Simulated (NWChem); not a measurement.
# BCl

```xyz
2

B      0.0000     0.0000    -1.2902
Cl     0.0000     0.0000     0.4290
```
Atoms are numbered in this order, from 1.

Computed with NWChem. Pople sets run with spherical d functions. All runs use the structure optimised with PBE0/def2-SVP. B3LYP is NWChem's, with the RPA form of VWN correlation. GIAO values for the isolated, static molecule; σ is the absolute isotropic shielding, δ = σ(reference) − σ with the isolated reference molecule computed at the same levels (11B: boron trifluoride).

For level PBE0/pcSseg-1:

```
Quantity     Value
-----------  -----
δ B1 (ppm)   114.7
σ Cl2 (ppm)  246.3
```

### Question
What are these values for level B3LYP/6-31G*?

### Answer
The δ B1 (ppm) is 106.4. The σ Cl2 (ppm) is 309.5.
